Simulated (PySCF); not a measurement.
**Correlation energy of Cl³⁺ (chlorine, charge +3)**

[Ne] 3s2 3p2, high-spin 3P determinant. Computed with PySCF 2.14 in aug-cc-pV(Q+d)Z, with no relativity, point nucleus. Frozen: [Ne]; 4 electrons correlated.

MP2 pair energies summed by pair of shells (mhartree):

```json
{"pair": "3s-3p", "energy": "-49.47", "share (%)": "63.6"}
{"pair": "3s-3s", "energy": "-20.35", "share (%)": "26.2"}
{"pair": "3p-3p", "energy": "-7.92", "share (%)": "10.2"}
```

Total MP2 correlation energy: -77.74 mhartree.

Same-spin part -12.42 and opposite-spin part -65.32 mhartree; SCS-MP2 scales them by 1/3 and 6/5 to -82.52 mhartree.
